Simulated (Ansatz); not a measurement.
Ansatz (a program for electronic structure) input (B3LYP-D3(BJ)/def2-TZVP):

Ansatz 0.2 input:
```yaml
crystal:
  periodic: [false, false, false]
  atoms:
    - {symbol: P, position_ang: [-0.18321895, -0.51575749, 0.25921760]}
    - {symbol: O, position_ang: [1.30228208, -0.16355425, -0.31807012]}
    - {symbol: O, position_ang: [-0.88910258, 0.96060963, -0.02928492]}
    - {symbol: H, position_ang: [1.29508314, 0.45268916, -1.06392980]}
    - {symbol: H, position_ang: [-1.85223500, 0.90723024, -0.04549401]}
basis:
  gaussian:
    orbitals: def2-TZVP
hamiltonian:
  xc: b3lyp
  dispersion: d3bj
magnetization: {spin_polarized: true, initial_magnetization: 1}
phonons: {temperatures: {t_min: 298.15, t_max: 298.15, t_step: 100}}
```

Output:

```
Functional definition: B3LYP
integrals: 0.03 GiB planned
672 factors; their error is unknown
mean field: 0.39 GiB planned
mean field evaluation 1: about -13410.1772 eV, gradient 5.1e1 eV
mean field evaluation 2: about -13387.4078 eV, gradient 9.3e1 eV
mean field evaluation 4: about -13418.1816 eV, gradient 2.9e0 eV
mean field evaluation 8: about -13418.2229 eV, gradient 1.9e-1 eV
mean field evaluation 16: about -13418.2230 eV, gradient 2.4e-5 eV
mean field -13418.22300911 eV, -493.1106003866 hartree, gradient 2.4e-5 eV, S^2 0.755690; 0 other end points of the search recorded, 0 dependent functions left out
the calculation of the forces begins
reference -13418.22320203 eV, -493.1106074762 hartree; 17, 16 occupied and 94, 95 virtual orbitals, 672 factors
these checks for a lower state are left out or cut short: stability, starts, cluster_reference, orbital_swaps, neighbouring_geometries, increment
integrals: 0.03 GiB planned
672 factors; their error is unknown
mean field: 0.39 GiB planned
mean field -13418.22291477 eV, -493.1105969195 hartree, gradient 1.6e-6 eV, S^2 0.755693; 0 other end points of the search recorded, 0 dependent functions left out
the calculation of the forces begins
reference -13418.22310769 eV, -493.1106040093 hartree; 17, 16 occupied and 94, 95 virtual orbitals, 672 factors
these checks for a lower state are left out or cut short: stability, starts, cluster_reference, orbital_swaps, neighbouring_geometries, increment
integrals: 0.03 GiB planned
672 factors; their error is unknown
mean field: 0.39 GiB planned
mean field -13418.22291692 eV, -493.1105969986 hartree, gradient 1.3e-6 eV, S^2 0.755688; 0 other end points of the search recorded, 0 dependent functions left out
the calculation of the forces begins
reference -13418.22310983 eV, -493.1106040881 hartree; 17, 16 occupied and 94, 95 virtual orbitals, 672 factors
these checks for a lower state are left out or cut short: stability, starts, cluster_reference, orbital_swaps, neighbouring_geometries, increment
integrals: 0.03 GiB planned
672 factors; their error is unknown
mean field: 0.39 GiB planned
mean field evaluation 32: about -13418.2229 eV, gradient 1.6e-4 eV
mean field -13418.22292292 eV, -493.1105972191 hartree, gradient 1.2e-6 eV, S^2 0.755697; 0 other end points of the search recorded, 0 dependent functions left out
the calculation of the forces begins
reference -13418.22311579 eV, -493.1106043071 hartree; 17, 16 occupied and 94, 95 virtual orbitals, 672 factors
these checks for a lower state are left out or cut short: stability, starts, cluster_reference, orbital_swaps, neighbouring_geometries, increment
integrals: 0.03 GiB planned
672 factors; their error is unknown
mean field: 0.39 GiB planned
mean field -13418.22293090 eV, -493.1105975124 hartree, gradient 2.7e-6 eV, S^2 0.755684; 0 other end points of the search recorded, 0 dependent functions left out
the calculation of the forces begins
reference -13418.22312386 eV, -493.1106046037 hartree; 17, 16 occupied and 94, 95 virtual orbitals, 672 factors
these checks for a lower state are left out or cut short: stability, starts, cluster_reference, orbital_swaps, neighbouring_geometries, increment
integrals: 0.03 GiB planned
672 factors; their error is unknown
mean field: 0.39 GiB planned
mean field -13418.22298896 eV, -493.1105996461 hartree, gradient 3.0e-6 eV, S^2 0.755687; 0 other end points of the search recorded, 0 dependent functions left out
the calculation of the forces begins
reference -13418.22318190 eV, -493.1106067366 hartree; 17, 16 occupied and 94, 95 virtual orbitals, 672 factors
these checks for a lower state are left out or cut short: stability, starts, cluster_reference, orbital_swaps, neighbouring_geometries, increment
integrals: 0.03 GiB planned
[...]
mean field: 0.39 GiB planned
mean field -13418.22293440 eV, -493.1105976412 hartree, gradient 1.2e-6 eV, S^2 0.755694; 0 other end points of the search recorded, 0 dependent functions left out
the calculation of the forces begins
reference -13418.22312727 eV, -493.1106047289 hartree; 17, 16 occupied and 94, 95 virtual orbitals, 672 factors
these checks for a lower state are left out or cut short: stability, starts, cluster_reference, orbital_swaps, neighbouring_geometries, increment
integrals: 0.03 GiB planned
672 factors; their error is unknown
mean field: 0.39 GiB planned
mean field -13418.22300754 eV, -493.1106003287 hartree, gradient 1.3e-6 eV, S^2 0.755693; 0 other end points of the search recorded, 0 dependent functions left out
the calculation of the forces begins
reference -13418.22320045 eV, -493.1106074183 hartree; 17, 16 occupied and 94, 95 virtual orbitals, 672 factors
these checks for a lower state are left out or cut short: stability, starts, cluster_reference, orbital_swaps, neighbouring_geometries, increment
integrals: 0.03 GiB planned
672 factors; their error is unknown
mean field: 0.39 GiB planned
mean field -13418.22300298 eV, -493.1106001612 hartree, gradient 1.5e-6 eV, S^2 0.755688; 0 other end points of the search recorded, 0 dependent functions left out
the calculation of the forces begins
reference -13418.22319590 eV, -493.1106072509 hartree; 17, 16 occupied and 94, 95 virtual orbitals, 672 factors
these checks for a lower state are left out or cut short: stability, starts, cluster_reference, orbital_swaps, neighbouring_geometries, increment
integrals: 0.03 GiB planned
672 factors; their error is unknown
mean field: 0.39 GiB planned
mean field evaluation 128: about -13418.2230 eV, gradient 1.7e-5 eV
mean field -13418.22300752 eV, -493.1106003281 hartree, gradient 1.3e-6 eV, S^2 0.755690; 0 other end points of the search recorded, 0 dependent functions left out
the calculation of the forces begins
reference -13418.22320046 eV, -493.1106074186 hartree; 17, 16 occupied and 94, 95 virtual orbitals, 672 factors
these checks for a lower state are left out or cut short: stability, starts, cluster_reference, orbital_swaps, neighbouring_geometries, increment
integrals: 0.03 GiB planned
672 factors; their error is unknown
mean field: 0.39 GiB planned
mean field -13418.22299156 eV, -493.1105997416 hartree, gradient 1.1e-6 eV, S^2 0.755691; 0 other end points of the search recorded, 0 dependent functions left out
the calculation of the forces begins
reference -13418.22318446 eV, -493.1106068304 hartree; 17, 16 occupied and 94, 95 virtual orbitals, 672 factors
these checks for a lower state are left out or cut short: stability, starts, cluster_reference, orbital_swaps, neighbouring_geometries, increment
integrals: 0.03 GiB planned
672 factors; their error is unknown
mean field: 0.39 GiB planned
mean field -13418.22294554 eV, -493.1105980504 hartree, gradient 2.9e-6 eV, S^2 0.755689; 0 other end points of the search recorded, 0 dependent functions left out
the calculation of the forces begins
reference -13418.22313844 eV, -493.1106051394 hartree; 17, 16 occupied and 94, 95 virtual orbitals, 672 factors
these checks for a lower state are left out or cut short: stability, starts, cluster_reference, orbital_swaps, neighbouring_geometries, increment
integrals: 0.03 GiB planned
672 factors; their error is unknown
mean field: 0.39 GiB planned
mean field -13418.22294750 eV, -493.1105981226 hartree, gradient 1.6e-6 eV, S^2 0.755692; 0 other end points of the search recorded, 0 dependent functions left out
the calculation of the forces begins
reference -13418.22314044 eV, -493.1106052129 hartree; 17, 16 occupied and 94, 95 virtual orbitals, 672 factors
these checks for a lower state are left out or cut short: stability, starts, cluster_reference, orbital_swaps, neighbouring_geometries, increment
integrals: 0.03 GiB planned
672 factors; their error is unknown
mean field: 0.39 GiB planned
mean field -13418.22291347 eV, -493.1105968718 hartree, gradient 1.0e-6 eV, S^2 0.755692; 0 other end points of the search recorded, 0 dependent functions left out
the calculation of the forces begins
reference -13418.22310641 eV, -493.1106039622 hartree; 17, 16 occupied and 94, 95 virtual orbitals, 672 factors
these checks for a lower state are left out or cut short: stability, starts, cluster_reference, orbital_swaps, neighbouring_geometries, increment
integrals: 0.03 GiB planned
672 factors; their error is unknown
mean field: 0.39 GiB planned
mean field evaluation 160: about -13418.2229 eV, gradient 2.3e-6 eV
mean field -13418.22292124 eV, -493.1105971576 hartree, gradient 2.3e-6 eV, S^2 0.755689; 0 other end points of the search recorded, 0 dependent functions left out
the calculation of the forces begins
reference -13418.22311414 eV, -493.1106042464 hartree; 17, 16 occupied and 94, 95 virtual orbitals, 672 factors
these checks for a lower state are left out or cut short: stability, starts, cluster_reference, orbital_swaps, neighbouring_geometries, increment
integrals: 0.03 GiB planned
672 factors; their error is unknown
mean field: 0.39 GiB planned
mean field -13418.22283875 eV, -493.1105941261 hartree, gradient 1.9e-6 eV, S^2 0.755690; 0 other end points of the search recorded, 0 dependent functions left out
the calculation of the forces begins
reference -13418.22303158 eV, -493.1106012125 hartree; 17, 16 occupied and 94, 95 virtual orbitals, 672 factors
these checks for a lower state are left out or cut short: stability, starts, cluster_reference, orbital_swaps, neighbouring_geometries, increment
integrals: 0.03 GiB planned
672 factors; their error is unknown
mean field: 0.39 GiB planned
mean field -13418.22286348 eV, -493.1105950349 hartree, gradient 1.5e-6 eV, S^2 0.755691; 0 other end points of the search recorded, 0 dependent functions left out
the calculation of the forces begins
reference -13418.22305649 eV, -493.1106021278 hartree; 17, 16 occupied and 94, 95 virtual orbitals, 672 factors
these checks for a lower state are left out or cut short: stability, starts, cluster_reference, orbital_swaps, neighbouring_geometries, increment
integrals: 0.03 GiB planned
672 factors; their error is unknown
mean field: 0.39 GiB planned
mean field -13418.22300286 eV, -493.1106001569 hartree, gradient 1.4e-6 eV, S^2 0.755691; 0 other end points of the search recorded, 0 dependent functions left out
the calculation of the forces begins
reference -13418.22319577 eV, -493.1106072462 hartree; 17, 16 occupied and 94, 95 virtual orbitals, 672 factors
these checks for a lower state are left out or cut short: stability, starts, cluster_reference, orbital_swaps, neighbouring_geometries, increment
integrals: 0.03 GiB planned
672 factors; their error is unknown
mean field: 0.39 GiB planned
mean field -13418.22299645 eV, -493.1105999212 hartree, gradient 1.2e-6 eV, S^2 0.755690; 0 other end points of the search recorded, 0 dependent functions left out
the calculation of the forces begins
reference -13418.22318937 eV, -493.1106070112 hartree; 17, 16 occupied and 94, 95 virtual orbitals, 672 factors
these checks for a lower state are left out or cut short: stability, starts, cluster_reference, orbital_swaps, neighbouring_geometries, increment
integrals: 0.03 GiB planned
672 factors; their error is unknown
mean field: 0.39 GiB planned
mean field -13418.22300997 eV, -493.1106004183 hartree, gradient 1.9e-6 eV, S^2 0.755690; 0 other end points of the search recorded, 0 dependent functions left out
the calculation of the forces begins
reference -13418.22320289 eV, -493.1106075079 hartree; 17, 16 occupied and 94, 95 virtual orbitals, 672 factors
these checks for a lower state are left out or cut short: stability, starts, cluster_reference, orbital_swaps, neighbouring_geometries, increment
integrals: 0.03 GiB planned
672 factors; their error is unknown
mean field: 0.39 GiB planned
mean field evaluation 192: about -13418.2124 eV, gradient 1.9e-1 eV
mean field -13418.22300657 eV, -493.1106002931 hartree, gradient 2.2e-6 eV, S^2 0.755691; 0 other end points of the search recorded, 0 dependent functions left out
the calculation of the forces begins
reference -13418.22319949 eV, -493.1106073829 hartree; 17, 16 occupied and 94, 95 virtual orbitals, 672 factors
Total energy: -13418.34564789 eV, -493.1151072787 hartree
Atom 0 at    -0.183219    -0.515757     0.259218 Å, force    -0.000247    -0.000560     0.000209 eV/Å
Atom 1 at     1.302282    -0.163554    -0.318070 Å, force     0.000481    -0.000182     0.000138 eV/Å
Atom 2 at    -0.889103     0.960610    -0.029285 Å, force     0.000329     0.000659    -0.000218 eV/Å
Atom 3 at     1.295083     0.452689    -1.063930 Å, force    -0.000492     0.000301    -0.000089 eV/Å
Atom 4 at    -1.852235     0.907230    -0.045494 Å, force    -0.000072    -0.000218    -0.000040 eV/Å
Dipole moment:    -0.350538     0.133248    -0.234300 e Å
Vibrations: 181.04 228.27 385.74 790.66 833.50 942.86 1003.56 3752.72 3807.53 cm⁻¹, zero-point energy 0.739311 eV
```

It need not be the lowest isomer of its formula.
